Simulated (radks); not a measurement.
Species: Sm+. Configuration: [Xe] 4f6 6s1.

All-electron calculation, scalar-relativistic Kohn-Sham, MS2 meta-GGA, spin-polarised, spherical densities, finite nucleus; open shells are filled with parallel spins first (spin-orbit coupling, left out, can overturn this in heavy ions); meta-GGA in the generalised Kohn-Sham scheme; Fermi nuclear charge, rms radius 5.0819 fm. Program: a radial shooting solver on a logarithmic mesh with Libxc functionals.

Energy parts (eV):
total: -283713.08
kinetic: 303253.60
electron-nucleus: -690331.85
Hartree: 109754.84
exchange-correlation: -6389.67

Orbitals (lengths in bohr, moments of r in powers of bohr; <r^-3> diverges for s and p1/2):
orbital,occ.,eigenvalue (eV),<r^-3>,<r>,<r^4>
1s up,1,-46718.94,-,0.02273,1.316e-06
1s down,1,-46718.93,-,0.02273,1.316e-06
2s up,1,-7646.382,-,0.09693,0.0002116
2s down,1,-7646.319,-,0.09693,0.0002117
2p up,3,-6815.795,10160,0.08547,0.0001573
2p down,3,-6815.742,10160,0.08547,0.0001573
3s up,1,-1685.244,-,0.2546,0.008283
3s down,1,-1683.968,-,0.2543,0.008252
3p up,3,-1424.380,2099,0.2532,0.008701
3p down,3,-1422.873,2104,0.2529,0.008665
3d up,5,-1072.710,284.6,0.2312,0.007060
3d down,5,-1071.253,285.3,0.2309,0.007019
4s up,1,-342.9662,-,0.5789,0.2072
4s down,1,-339.0162,-,0.5787,0.2069
4p up,3,-257.1748,458.4,0.6130,0.2725
4p down,3,-252.8913,457.9,0.6126,0.2721
4d up,5,-137.0820,51.83,0.6708,0.4441
4d down,5,-132.1302,51.78,0.6710,0.4494
4f up,6,-9.7580,6.210,0.9877,5.836
4f down,0,-4.7011,5.796,1.090,13.79
5s up,1,-50.3977,-,1.405,7.324
5s down,1,-48.1618,-,1.438,8.014
5p up,3,-30.1194,60.26,1.649,14.96
5p down,3,-28.3887,55.86,1.675,15.75
6s up,1,-8.8541,-,3.860,413.2

The highest occupied level is 6s up at -8.854 eV. For comparison, the ionisation energy in NIST's Atomic Spectra Database is 11.08 eV (semi-empirical). In exact Kohn-Sham theory the highest level is minus the ionisation energy, but local and semilocal functionals leave it too shallow, through self-interaction and a potential that decays too fast; potentials with the right tail come closer. The spin density at the nucleus is 35.72 e/bohr^3 (1s 0.17, 2s -0.56, 3s -14.54, 4s 3.88, 5s 19.95, 6s 26.82). The electron density at the nucleus is 5.566e+05 e/bohr^3 (large components only).
